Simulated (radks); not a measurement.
Spherical jellium clusters: N electrons in a uniform positive sphere of charge N and radius rs N^(1/3), rs = 2.24 bohr. Level of theory: non-relativistic Kohn-Sham, LDA (Slater exchange, Perdew-Wang correlation), spin-polarised, spherical densities (a radial shooting solver with Libxc functionals). Levels are named by radial order and angular momentum (1s, 1p, 1d, 2s, ...), and open shells are averaged over m. Each electron was tried in the lowest free levels, single moves between levels near the top were tried too, and the lowest total energy was kept; such a search can miss a lower state. Energies include the self-energy of the background; IP and EA are vertical (highest electron removed, lowest free level filled), at fixed background; spill-out counts the electrons outside the background radius R, and alpha is the static dipole polarisability from linear response (closed shells only). A dash means not computed or, for alpha, an open shell; in EA it means that no bound solution was reached, which is typical of self-interaction and does not show that the anion is unstable. Real open-shell clusters deform, which this model forbids.

| N | open shells | 2S | E(N+1) + E(N-1) - 2E(N) (eV) | IP (eV) | EA (eV) | spill-out (e) |
|---|---|---|---|---|---|---|
| 1 | 1s(up 1, down 0) | 1 | - | - | - | 0.59 |
| 2 | none | 0 | 2.642 | 8.041 | - | 0.84 |
| 3 | 1p(up 1, down 0) | 1 | -1.022 | 4.726 | - | 1.27 |
| 4 | 1p(up 2, down 0) | 2 | -0.995 | 5.937 | - | 1.56 |
| 5 | 1p(up 3, down 0) | 3 | 0.329 | 6.710 | - | 1.77 |
| 6 | 1p(up 3, down 1) | 2 | -0.831 | 6.115 | - | 1.97 |
| 7 | 1p(up 3, down 2) | 1 | -0.646 | 6.794 | 2.257 | 2.13 |
| 8 | none | 0 | 3.162 | 7.267 | - | 2.26 |
| 9 | 1d(up 1, down 0) | 1 | -0.499 | 3.944 | - | 2.54 |
| 10 | 1d(up 2, down 0) | 2 | -0.489 | 4.548 | - | 2.77 |
| 11 | 1d(up 3, down 0) | 3 | -0.456 | 5.033 | - | 2.96 |
| 12 | 1d(up 4, down 0) | 4 | -0.415 | 5.433 | - | 3.12 |
| 13 | 1d(up 5, down 0) | 5 | 0.280 | 5.770 | - | 3.26 |
| 14 | 1d(up 5, down 0) 2s(up 1, down 0) | 6 | 0.031 | 5.403 | - | 3.56 |
| 15 | 1d(up 5, down 1) 2s(up 1, down 0) | 5 | -0.531 | 5.500 | 1.826 | 3.69 |
| 16 | 1d(up 5, down 3) | 2 | -0.377 | 5.841 | 2.120 | 3.67 |
| 17 | 1d(up 5, down 4) | 1 | -0.298 | 6.109 | 2.395 | 3.78 |
| 18 | none | 0 | 0.219 | 6.340 | 2.288 | 3.88 |
| 19 | 2s(up 1, down 0) | 1 | 0.212 | 6.055 | 2.220 | 4.11 |
| 20 | none | 0 | 2.053 | 5.883 | - | 4.36 |
| 21 | 1f(up 1, down 0) | 1 | -0.288 | 3.898 | - | 4.52 |
| 22 | 1f(up 2, down 0) | 2 | -0.274 | 4.186 | - | 4.67 |
| 23 | 1f(up 3, down 0) | 3 | -0.260 | 4.443 | - | 4.80 |
| 24 | 1f(up 4, down 0) | 4 | -0.245 | 4.675 | - | 4.92 |
| 25 | 1f(up 5, down 0) | 5 | -0.231 | 4.884 | - | 5.03 |
| 26 | 1f(up 6, down 0) | 6 | -0.217 | 5.074 | 1.773 | 5.14 |
| 27 | 1f(up 7, down 0) | 7 | 0.508 | 5.249 | - | 5.23 |
| 28 | 1f(up 7, down 1) | 6 | -0.230 | 4.697 | - | 5.34 |
| 29 | 1f(up 7, down 2) | 5 | -0.215 | 4.901 | 1.714 | 5.44 |
| 30 | 1f(up 7, down 3) | 4 | -0.201 | 5.087 | 1.908 | 5.54 |
| 31 | 1f(up 7, down 4) | 3 | -0.188 | 5.257 | 2.087 | 5.63 |
| 32 | 1f(up 7, down 5) | 2 | - | 5.413 | 2.253 | 5.72 |

All shells are closed at N = 2, 8, 18, 20 (there: 1s2 1p6 1d10 2s2); the second difference of the energy has clear peaks (12 % above both neighbours; the first and last values, which can be the largest, are not judged, and half-filled shells can peak too) at N = 5, 8, 13, 20, 27.
